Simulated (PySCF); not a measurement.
**Unknowns**

PySCF 2.14 calculation with NMR shieldings at PBE0/pcSseg-1/GIAO and coordinates at the GFN2-xTB level; non-relativistic, isolated molecule, one conformer, equivalent nuclei averaged.

References, each an isolated molecule treated in the same way: ¹H (31.72 ppm) and ¹³C (186.93 ppm) against TMS. Splittings of carbon signals by F and P are missing where no couplings were computed. Where no couplings were computed, multiplicities follow the n + 1 count of equivalent neighbours, and m marks all less simple cases (inequivalent or close neighbours, rings, F or P nearby). Shifts are as computed. Against solution values, carbons near 30 ppm lie about +3 ppm off and those near 130 ppm about +5 ppm. Of 1309 compounds with measured shifts, 239 miss one by over three times the rms of a fit or turn the order of signals round; such compounds aren't used in these exercises. OH and NH positions are gas-phase values without hydrogen bonding to other molecules.

Q: C2H8N3PSi. ¹H NMR (400 MHz, computed): δ 8.60 (m, 2H), 8.57 (m, 2H), 1.11 (br s, 2H), 0.71 (m, 2H). ¹³C{¹H} NMR (computed): δ 172.0 (CH2). Identify the compound.

A: `C=N[Si](N)(P)N=C`. 1 carbon signal for 2 carbons: some carbons are equivalent by symmetry or fast rotation. Carbon types of the structure: 2 × CH2, leaving 4 H on heteroatoms. δC 172.0: C=N carbon. δH 8.60, 8.57: hydrogen on a C=N carbon. δH 1.11: hydrogen on a nitrogen bonded to Si; exchangeable, gas-phase position. δH 0.71: hydrogen on a phosphorus bonded to Si.

This is the structure that produced the data.

Q: C7H7FO. ¹H NMR (500 MHz, computed): δ 7.24 (m, 1H), 5.13 (m, 1H), 4.33 (m, 1H), 4.25 (m, 1H), 2.63 (s, 1H), 1.91 (m, 1H), 1.69 (m, 1H). ¹³C{¹H} NMR (computed): δ 164.9, 100.8, 86.8, 86.4, 85.9, 63.1, 32.0. What is it?

A: SMILES C#CC1=COCC[C@H]1F. Rings plus π bonds: 4 (1 ring in the answer). 7 carbon signals for 7 carbons: no two carbons are equivalent. Carbon types of the structure: 2 × C, 3 × CH, 2 × CH2, which accounts for all hydrogens. δC 164.9: alkene carbon bearing oxygen; an sp2 carbon further deshielded by the attached heteroatom. δC 100.8: β carbon of an enol-ether or enamine type C=C; the O or N lone pair pushes π density onto this β carbon and shields it. δC 86.4: allylic sp3 CH bonded to F; the inductive effect lowers its shielding. δC 63.1: sp3 CH2 bonded to O; pulled downfield by the heteroatom.

This is the structure that produced the data.
